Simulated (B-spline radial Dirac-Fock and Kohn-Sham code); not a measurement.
# I⁴⁺: photoemission with 4000 eV photons

System: iodine as I⁴⁺, configuration 1s2 2s2 2p6 3s2 3p6 3d10 4s2 4p6 4d10 5s2 5p1.

Calculated with a radial atomic solver, using Dirac-Hartree-Slater photoionisation with all multipoles and Dirac-Fock thresholds. The asymmetry parameter β is from the dipole term alone. Kinetic energies are from the vacuum level. Open shells are spread statistically over j, without multiplet splitting.

The last column is dσ/dΩ = σ/(4π) · [1 − (β/2) P₂(cos θ)] at θ = 90° from the beam of unpolarised light.

```tsv
subshell	electrons	binding (eV)	kinetic (eV)	σ (kb)	β	dσ/dΩ (kb/sr)
3s	2	1132.5	2867.5	9.68	1.99	1.15
3p1/2	2	991.1	3008.9	11.1	1.58	1.23
3p3/2	4	934.3	3065.7	20.5	1.63	2.30
3d3/2	4	688.0	3312.0	9.08	1.14	0.929
3d5/2	6	676.5	3323.5	12.8	1.10	1.29
4s	2	252.1	3747.9	2.19	1.99	0.261
4p1/2	2	200.7	3799.3	2.14	1.58	0.238
4p3/2	4	189.6	3810.4	3.92	1.64	0.440
4d3/2	4	105.7	3894.3	1.37	1.13	0.140
4d5/2	6	104.0	3896.0	1.92	1.07	0.194
5s	2	61.25	3938.8	0.393	1.99	0.0469
5p1/2	0.33	50.55	3949.4	0.0563	1.58	0.00625
5p3/2	0.67	49.02	3951.0	0.104	1.64	0.0117
```

Branching ratios of the spin-orbit partners (statistical value in brackets): 3p 1.85 (2.00), 3d 1.41 (1.50), 4p 1.83 (2.00), 4d 1.40 (1.50), 5p 1.85 (2.00).
